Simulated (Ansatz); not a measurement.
Wavefunction ladder for `NCBP`

Z-matrix (Å, degrees):
```
C
B 1 1.558
N 1 1.454 2 116.4
H 1 1.103 2 103.5 3 119.4
H 1 1.106 2 108.4 3 -131.0
P 2 1.876 1 122.5 3 2.4
H 2 1.198 1 118.6 3 175.5
H 3 1.012 1 111.4 2 179.3
H 3 1.012 1 110.7 2 -61.9
H 6 1.412 2 101.8 1 -43.2
H 6 1.411 2 102.4 1 -146.4
```

The species carries charge 0 and has multiplicity 1. Geometry: relaxed with PBE0-D4/def2-TZVP. It is one conformer, not always the lowest. Frozen core, restricted reference, Ansatz 0.2.0.

```tsv
basis	HF (Eh)	MP2 corr.
def2-SVP	-461.59783	-0.52013
def2-TZVPP	-461.85251	-0.64886
def2-QZVPP	-461.86829	-0.69377
```

Question: Estimate the CCSD correlation energy and the (T) correction in each basis where they were run (hartree).

Answer: 
```
   basis  CCSD corr.       (T)
def2-SVP    -0.57828  -0.01691
```
